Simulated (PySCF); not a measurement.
# BI2, SMILES `I[B]I` (charge 0, multiplicity 2)

Calculation: CAM-B3LYP-D3(BJ)/def2-TZVP (PySCF).

```json
{
 "highest_occupied_spin_orbital": "-7.19 eV",
 "dipole_moment": "0.56 D",
 "total_energy": "-16877.50 eV",
 "cost": "around 80 core-seconds (rough)"
}
```

```xyz
3

I     -1.8821    -0.3002     0.0000
B     -0.0002     0.5994     0.0000
I      1.8823    -0.2992     0.0000
```
Charge 0, spin multiplicity 2.
